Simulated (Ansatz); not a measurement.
Ideal-gas functions of `Br[SiH]1NCO1` at 400 K and 1 bar, from an Ansatz frequency run at PBE0-D4/def2-TZVP.

Molar mass 154.04 g/mol, point group C1 (symmetry number 1), electronic degeneracy 1, moments of inertia 67.349, 378.596, 392.404 u Å². Harmonic wavenumbers (cm⁻¹, unscaled): 134, 161, 281, 401, 453, 671, 711, 811, 844, 962, 1006, 1025, 1115, 1169, 1250, 1380, 1544, 2284, 3031, 3082, 3671.

Use S(trans) = R[1.5 ln M + 2.5 ln T − 1.1517]; rotational temperatures θ = 24.2544 K / I; S(rot) = R[ln(√π/σ · √(T³/θAθBθC)) + 1.5]; for each mode x = 1.438777 ν̃/T, S = R[x/(eˣ − 1) − ln(1 − e⁻ˣ)] and H = RT x/(eˣ − 1); 1 cm⁻¹ = 0.0119627 kJ/mol; R = 8.31446 J/(mol·K).

Problem. By hand: the entropy, in J/(mol·K).

Solution. Translation 177.8. Rotation: θ = 0.3601, 0.0641, 0.0618 K, giving 119.2. Vibration, mode by mode: 14.46, 12.97, 8.57, 5.95, 5.12, 2.75, 2.46, 1.85, 1.68, 1.20, 1.06, 1.00, 0.77, 0.65, 0.51, 0.35, 0.21, 0.02, 0.00, 0.00, 0.00, in all 61.6. Electronic 0.0. Sum 358.6 J/(mol·K).

Problem. By hand: H − E and G − E in kJ/mol, counted from the electronic energy.

Solution. Zero-point energy ½ × 25986 × 0.0119627 = 155.4; thermal vibration 14.2; translation, rotation and pV give 4 RT = 13.3. H − E = 182.9 kJ/mol, and G − E = 182.9 − 400 × 358.6/1000 = 39.5 kJ/mol.

Vibration gives 17 % of the entropy, 14.5 J/(mol·K) of it from the mode under 150 cm⁻¹: soft modes count most, and the harmonic formula is weakest for them. The sum counts one conformer and one mirror image; others add a mixing term.
